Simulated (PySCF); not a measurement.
**The second ionisation energy along the 3d series**

All values are computed (PySCF 2.14, energy differences of UHF-based or UKS calculations, no spin-orbit coupling). Values in eV. The last column holds reference values (NIST; (s) semi-empirical, (t) theoretical, else measured). Unmarked ones compare directly (S terms, centres of terms, or small fine structure); those marked * lie between the lowest fine-structure levels and include a spin-orbit shift.

```tsv
element	configurations	UHF	MP2 (valence)	SCS-MP2 (valence)	reference
Sc (x2c-SVPall, spin-free X2C)	[Ar] 3d1 4s1 → [Ar] 3d1	12.177	12.222	12.192	12.800 *
V (x2c-SVPall, spin-free X2C)	[Ar] 3d4 → [Ar] 3d3	13.134	13.744	13.337	14.634 ± 0.007 *
Cr (x2c-SVPall, spin-free X2C)	[Ar] 3d5 → [Ar] 3d4	14.938	15.708	15.195	16.486 *
Mn (x2c-SVPall, spin-free X2C)	[Ar] 3d5 4s1 → [Ar] 3d5	14.800	14.998	14.866	15.640
Fe (x2c-SVPall, spin-free X2C)	[Ar] 3d6 4s1 → [Ar] 3d6	15.261	15.532	15.428	16.199 *
Ni (x2c-SVPall, spin-free X2C)	[Ar] 3d9 → [Ar] 3d8	15.034	17.728	17.437	18.169 *
Cu (x2c-SVPall, spin-free X2C)	[Ar] 3d10 → [Ar] 3d9	17.397	20.311	19.936	20.292 *
Zn (x2c-SVPall, spin-free X2C)	[Ar] 3d10 4s1 → [Ar] 3d10	16.838	17.287	17.225	17.964
```

"Valence" correlates the outer s and p shells and, in groups 3 to 12 and the f block, the outer d or f shell, open or full, or the next shell where the ion has no valence electron left; the wider scheme adds the next inner shell.
